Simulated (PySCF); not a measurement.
GeH5O3P, SMILES [OH][Ge]([OH])([PH2])[OH]. The structure is a stationary point at PBE-D3(BJ)/def2-SVP. The structure was generated by enumeration, and PubChem lists no compound with its InChIKey, so it may never have been made. One conformer was computed; it need not be the lowest.

Computed equilibrium geometry at PBE-D3(BJ)/def2-SVP (PySCF confirms it by a frequency run) as Cartesian coordinates in Å (one conformer of several):
```xyz
10

O     -0.3841     0.0929     1.8779
Ge    -0.2548     0.0139     0.0923
O     -1.1374     1.5080    -0.3891
O     -1.0845    -1.4729    -0.4654
P      1.8853    -0.1255    -0.8130
H     -0.7492     0.9677     2.1159
H     -1.2337     1.5629    -1.3582
H     -1.8577    -1.6400     0.1081
H      2.1795    -1.2703     0.0103
H      2.3824     0.7955     0.1775
```
